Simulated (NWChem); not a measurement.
System: CH$_{6}$O$_{2}$Si$_{2}$; SMILES O1[SiH2]O[SiH]1C

```xyz
11

C      0.6072    -2.2635     0.0000
Si    -0.4894    -0.7587     0.0000
O     -0.1090     0.3998    -1.2161
Si     0.2495     1.5507     0.0000
O     -0.1090     0.3998     1.2161
H      0.4071    -2.8853     0.8968
H      1.6766    -1.9745     0.0000
H      0.4071    -2.8853    -0.8968
H     -1.9427    -1.1315     0.0000
H      1.6817     1.9974     0.0000
H     -0.6718     2.7339     0.0000
```
Atoms are numbered in this order, from 1.

Level: PBE-D3(BJ)/def2-SVP (NWChem), optimised geometry, unscaled harmonic frequencies. 

| frequency (cm⁻¹) | IR intensity (km/mol) |
|---|---|
| 128 | 0.1 |
| 131 | 0.4 |
| 182 | 0.1 |
| 302 | 9.8 |
| 508 | 1.3 |
| 564 | 0.0 |
| 614 | 0.6 |
| 656 | 9.4 |
| 666 | 0.0 |
| 673 | 51.8 |
| 702 | 3.0 |
| 745 | 96.3 |
| 807 | 2.1 |
| 813 | 354.5 |
| 829 | 8.5 |
| 905 | 304.1 |
| 946 | 315.0 |
| 986 | 75.2 |
| 1219 | 42.2 |
| 1371 | 4.3 |
| 1372 | 3.6 |
| 2181 | 208.1 |
| 2188 | 17.2 |
| 2192 | 204.7 |
| 2978 | 0.0 |
| 3077 | 0.8 |
| 3091 | 0.9 |

* **zero-point energy**: 44.0 kcal/mol
* **thermal correction to the enthalpy at 298.15 K (with zero-point energy)**: 48.9 kcal/mol
* **heat capacity Cv**: 24.6 cal/(mol K)
* **entropy at 298.15 K and 1 atm (symmetry number 1)**: 80.3 cal/(mol K)
* **dipole moment**: 1.04 D

Rigid rotor and harmonic oscillator.
